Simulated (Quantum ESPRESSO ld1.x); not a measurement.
Input (ld1.x (Quantum ESPRESSO 7.5)):

```
 &input
    atom='Zr',
    iswitch=1,
    rel=2,
    dft='SLA-VWN',
    config='[Kr] 4d2 5s2',
    rel_dist='energy',
    lsmall=.true.,
    prefix='ld1',
    max_out_wfc=37,
    file_charge='ld1.rho',
 /
```

Command: `OMP_NUM_THREADS=1 ld1.x < ld1.in > ld1.out`

Output (excerpt):

```
     Program LD1 v.7.5 starts

     --------------------------- All-electron run ----------------------------

     dirac relativistic calculation

     atomic number is 40.00
     dft =SLA-VWN   lsd =0 sic =0 latt =0  beta=0.20 tr2=1.0E-14
     Exchange-correlation= SLA-VWN
                           (   1   2   0   0   0   0   0)
     mesh =2037 r(mesh) =  99.39686 a.u. xmin = -8.00 dx = 0.00800
     1 Ry =  13.60569312 eV, c = 137.03599908

     n l j   nl                  e(Ry)          e(Ha)          e(eV)
     Spin orbit split results
     1 0 0.5 1S 1( 2.00)     -1307.6249      -653.8124    -17791.1430
     2 0 0.5 2S 1( 2.00)      -181.1869       -90.5934     -2465.1731
     2 1 0.5 2P 1( 2.00)      -165.9832       -82.9916     -2258.3171
     2 1 1.5 2P 1( 4.00)      -159.6840       -79.8420     -2172.6114
     3 0 0.5 3S 1( 2.00)       -29.6441       -14.8220      -403.3282
     3 1 0.5 3P 1( 2.00)       -23.9817       -11.9908      -326.2875
     3 1 1.5 3P 1( 4.00)       -22.9773       -11.4886      -312.6219
     4 0 0.5 4S 1( 2.00)        -4.0006        -2.0003       -54.4310
     4 1 0.5 4P 1( 2.00)        -2.4744        -1.2372       -33.6658
     4 1 1.5 4P 1( 4.00)        -2.3418        -1.1709       -31.8618
     3 2 1.5 3D 1( 4.00)       -12.9536        -6.4768      -176.2421
     3 2 2.5 3D 1( 6.00)       -12.7699        -6.3849      -173.7433
     4 2 1.5 4D 1( 2.00)        -0.2777        -0.1389        -3.7783
     4 2 2.5 4D 1( 0.00)        -0.2682        -0.1341        -3.6491
     5 0 0.5 5S 1( 2.00)        -0.3362        -0.1681        -4.5736
     Averaged results
     1 0     1S 1( 2.00)     -1307.6249      -653.8124    -17791.1430
     2 0     2S 1( 2.00)      -181.1869       -90.5934     -2465.1731
     2 1     2P 1( 6.00)      -161.7837       -80.8919     -2201.1800
     3 0     3S 1( 2.00)       -29.6441       -14.8220      -403.3282
     3 1     3P 1( 6.00)       -23.3121       -11.6560      -317.1771
     4 0     4S 1( 2.00)        -4.0006        -2.0003       -54.4310
     4 1     4P 1( 6.00)        -2.3860        -1.1930       -32.4631
     3 2     3D 1(10.00)       -12.8434        -6.4217      -174.7428
     4 2     4D 1( 2.00)        -0.2720        -0.1360        -3.7008
     5 0     5S 1( 2.00)        -0.3362        -0.1681        -4.5736

     final scf error:  7.6E-15 reached in  42 iterations

     Etot =   -7190.086688 Ry,   -3595.043344 Ha,  -97826.113001 eV

     Ekin =    7428.175194 Ry,    3714.087597 Ha,  101065.472150 eV
     Encl =  -17360.324434 Ry,   -8680.162217 Ha, -236199.246764 eV
     Eh   =    2962.277817 Ry,    1481.138908 Ha,   40303.842922 eV
     Exc  =    -220.215265 Ry,    -110.107632 Ha,   -2996.181310 eV
```

Run on one thread of a shared host, so times are rough (Intel(R) Xeon(R) Processor @ 2.60GHz): 0.69 s of CPU time, 0.71 s wall, 42 iterations on 2037 mesh points.
